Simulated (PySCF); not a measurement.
C2H5AlF2, SMILES C[CH2][Al]([F])[F], singlet, PBE0/def2-SVP optimised geometry.

```
10

Al     0.05     1.16     0.00
F      1.70     1.16     0.00
F     -0.67     2.66     0.00
C     -1.00    -0.47     0.00
C     -0.20    -1.78    -0.05
H     -1.70    -0.40    -0.84
H     -1.64    -0.44     0.90
H      0.48    -1.88     0.80
H      0.41    -1.85    -0.96
H     -0.87    -2.66    -0.05
```

Density from PBE0/def2-TZVP in PySCF 2.14.0 at that geometry.

Minimum of the electron density along straight lines between bonded atoms, close to the bond critical point (lines longer than 1.1 times the sum of covalent radii, or with two minima, are not listed):

```json
[
 {"bond": "Al1–F2", "length / Å": "1.660", "ρ at the minimum / e bohr⁻³": "0.111", "∇²ρ there / e bohr⁻⁵": "0.90", "position (fraction from the first atom)": "0.43"},
 {"bond": "Al1–F3", "length / Å": "1.659", "ρ at the minimum / e bohr⁻³": "0.111", "∇²ρ there / e bohr⁻⁵": "0.90", "position (fraction from the first atom)": "0.43"},
 {"bond": "Al1–C4", "length / Å": "1.938", "ρ at the minimum / e bohr⁻³": "0.092", "∇²ρ there / e bohr⁻⁵": "0.26", "position (fraction from the first atom)": "0.41"},
 {"bond": "C4–C5", "length / Å": "1.529", "ρ at the minimum / e bohr⁻³": "0.239", "∇²ρ there / e bohr⁻⁵": "-0.57", "position (fraction from the first atom)": "0.50"},
 {"bond": "C4–H6", "length / Å": "1.106", "ρ at the minimum / e bohr⁻³": "0.264", "∇²ρ there / e bohr⁻⁵": "-0.85", "position (fraction from the first atom)": "0.64"},
 {"bond": "C4–H7", "length / Å": "1.106", "ρ at the minimum / e bohr⁻³": "0.264", "∇²ρ there / e bohr⁻⁵": "-0.85", "position (fraction from the first atom)": "0.64"},
 {"bond": "C5–H8", "length / Å": "1.101", "ρ at the minimum / e bohr⁻³": "0.272", "∇²ρ there / e bohr⁻⁵": "-0.92", "position (fraction from the first atom)": "0.64"},
 {"bond": "C5–H9", "length / Å": "1.101", "ρ at the minimum / e bohr⁻³": "0.272", "∇²ρ there / e bohr⁻⁵": "-0.91", "position (fraction from the first atom)": "0.64"},
 {"bond": "C5–H10", "length / Å": "1.102", "ρ at the minimum / e bohr⁻³": "0.272", "∇²ρ there / e bohr⁻⁵": "-0.91", "position (fraction from the first atom)": "0.64"}
]
```
